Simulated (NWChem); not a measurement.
System: HgCl cation; SMILES [Hg+][Cl]

The following NWChem deck was run.

```
start job
memory heap 200 mb stack 700 mb global 900 mb
charge 1
geometry units angstroms noautosym nocenter noautoz
  Hg     0.000000     0.000000    -0.421372
  Cl     0.000000     0.000000     1.856828
end
basis spherical
  * library def2-svpd
end
ecp
  Hg library def2-ecp
end
dft
  xc hfexch
  iterations 150
end
tddft
  nroots 6
  notriplet
end
task tddft energy
```

Geometry: optimised at PBE0/def2-SVP. def2 effective core potentials on Hg; no spin-orbit coupling.

Vertical excitations in the gas phase.

### Question
Give the results of this calculation. (Hartree-Fock/def2-SVPD with def2 effective core potentials on Hg, TDHF.) Quantities: lowest excitation, singlet (eV); oscillator strength of that lowest state; lowest state with f > 0.02, singlet (eV); oscillator strength of that bright state; orbital gap (eV).

### Answer
```yaml
lowest excitation, singlet (eV): 3.21
oscillator_strength_of_that_lowest_state: 0.006
lowest state with f > 0.02, singlet (eV): 5.18
oscillator_strength_of_that_bright_state: 0.254
orbital gap (eV): 9.80
```
